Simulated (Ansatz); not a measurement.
Program: Ansatz. Geometries: PBE0-D4/def2-TZVP. ΔE: electronic, gas phase. CCSD(T)/CBS is the MP2 limit (def2-TZVPP, def2-QZVPP) plus CCSD(T) − MP2 in def2-TZVPP, frozen cores. Functionals use def2-TZVPP. B3LYP here is the variant with VWN-RPA as its local correlation; programs differ in this. Each species was taken in one conformer, which may not be the lowest.

Consider the redistribution: `C[SiH](F)P` + `OBN[SiH3]` → `C[SiH](O)P` + `FBN[SiH3]`.

(1) Is it downhill or uphill in electronic energy at CCSD(T)/CBS, and by how much? (Best estimate.)

(2) What do these levels give: r2SCAN-D4, B3LYP-D4, ωB97X-V, PBE0, B3LYP, SCS-MP2/def2-TZVPP, CCSD/def2-TZVPP, HF/def2-QZVPP, MP2/def2-QZVPP, SCS-MP2/def2-QZVPP, MP2/CBS(def2), CCSD/CBS(def2)? (An estimate is asked.)

Largest T1 diagnostic among the species: 0.012.

Results:

(1) The calculation gave: Uphill: ΔE = +28.7 kJ/mol.

(2) Ansatz gave: r2SCAN-D4 27.5, B3LYP-D4 27.3, ωB97X-V 27.8, PBE0 27.8, B3LYP 28.2, SCS-MP2/def2-TZVPP 27.0, CCSD/def2-TZVPP 27.2, HF/def2-QZVPP 27.7, MP2/def2-QZVPP 28.3, SCS-MP2/def2-QZVPP 28.4, MP2/CBS(def2) 28.7, CCSD/CBS(def2) 29.0 kJ/mol.
